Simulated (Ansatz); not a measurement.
Geometry optimisation, RKS PBE0-D4/def2-SVP in Ansatz 0.2.0.

Input:

```yaml
crystal:
  periodic: [false, false, false]
  atoms:
    - { symbol: Zr, position_ang: [0.0, 0.0, 0.0] }
    - { symbol: F, position_ang: [0.0, 0.0, 2.33] }
    - { symbol: "N", position_ang: [2.084, 0.0, -0.7359] }
    - { symbol: H, position_ang: [2.5823, -0.918, -0.9166] }
    - { symbol: H, position_ang: [2.5853, 0.918, -0.9082] }
    - { symbol: Cl, position_ang: [-1.1869, 2.0563, -0.8392] }
    - { symbol: "N", position_ang: [-1.0409, -1.8034, -0.7359] }
    - { symbol: H, position_ang: [-1.5759, -2.4197, -0.0595] }
    - { symbol: H, position_ang: [-1.0055, -2.0526, -1.7656] }
    - { symbol: H, position_ang: [-2.0403, 0.0065, 0.6779] }
    - { symbol: H, position_ang: [-1.4831, 0.0047, 1.7078] }
basis:
  gaussian: { orbitals: def2-SVP }
hamiltonian:
  xc: pbe0
  dispersion: d4
relax:
  f_tol: 0.15
  max_steps: 25
  restrain:
    - { distance: [0, 9], at: 3.05, k: 30.0 }
    - { distance: [10, 1], at: 2.12, k: 30.0 }
    - { distance: [0, 1], at: 1.98, k: 30.0 }
    - { distance: [10, 9], at: 0.66, k: 30.0 }
```

Command:

```bash
$ ansatz run input.yaml --threads 4 --pin off --max-ram 5120MiB --backend cpu --events-out ev --progress --plain --runs-dir out
```

Q: Where does it end, and by what steps?

A: It converged. The restraints hold the end off the free minimum; the threshold counts their pulls, which the force column leaves out. Restrained pairs: Zr1–H10 (2.15 → 3.05 Å), F2–H11 (1.61 → 2.13 Å), Zr1–F2 (2.33 → 1.96 Å), H10–H11 (1.17 → 0.72 Å). After 7 steps the energy has fallen by 3.560 eV (the restraints' own energy left out); H10 moved furthest, 0.92 Å.

| step | energy less start (eV) | largest force component (eV/Å) | accepted |
| --- | --- | --- | --- |
| 0 | 0.0000 | 3.486 | yes |
| 1 | -1.2317 | 3.482 | yes |
| 2 | -2.0916 | 5.091 | yes |
| 3 | -2.9277 | 3.822 | yes |
| 4 | -3.4511 | 1.285 | yes |
| 5 | -3.5068 | 1.416 | yes |
| 6 | -3.5504 | 1.442 | yes |
| 7 | -3.5596 | 1.431 | yes |

```xyz
11
Properties=species:S:1:pos:R:3
Zr 0.080 -0.018 -0.042
F 0.073 -0.105 1.911
N 1.966 -0.058 -0.746
H 2.420 -0.842 -1.209
H 2.620 0.722 -0.697
Cl -0.881 1.944 -0.984
N -0.713 -1.732 -0.728
H -1.154 -2.453 -0.160
H -0.829 -1.970 -1.712
H -2.624 0.201 1.355
H -2.041 0.102 1.765
```

The run took 24 s on 4 threads of Arm Neoverse V1, on a shared host, peak memory 0.3 GiB.
